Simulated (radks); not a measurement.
Results of a calculation; reference values are marked as such.
Initial-state core-level shifts of the terbium ion Tb+ when its valence configuration changes from [Xe] 4f9 6s1. Code: a radial shooting solver on a logarithmic mesh with Libxc functionals. Model: non-relativistic Kohn-Sham, PBE, spin-polarised, spherical densities, point nucleus; open shells are filled with parallel spins first (spin-orbit coupling, left out, can overturn this in heavy ions); relativity is left out, which matters for an element this heavy. Shifts are changes of the shell-averaged eigenvalues in eV (positive: less bound); the change of the density at the nucleus, which sets a Mossbauer isomer shift, is in e/bohr^3, on a base of 1.956e+05.

valence                   2p       3s       4p       5s  density at nucleus
4f7 5d2 6s1          -16.005  -18.250  -16.188   -6.751              +20.98
4f8.5 6s1.5           -5.132   -5.568   -5.222   -3.195               +9.80
4f6.5 6s1.5 6p2      -31.450  -34.220  -31.303  -18.102              +41.97
4f8 6s1 6p1          -11.552  -12.490  -11.684   -7.281              +12.27
4f9 5d1               +2.328   +2.275   +2.316   +2.389               -8.70
4f8 5d1 6s1           -7.588   -8.595   -7.764   -3.462               +9.86
4f7.5 5d1 6s1 6p0.5  -13.729  -15.299  -13.910   -7.068              +16.55
4f9 6p1               -1.096   -1.088   -1.098   -1.117               -7.71
4f7.5 6s1 6p1.5      -17.877  -19.367  -17.989  -10.944              +19.41
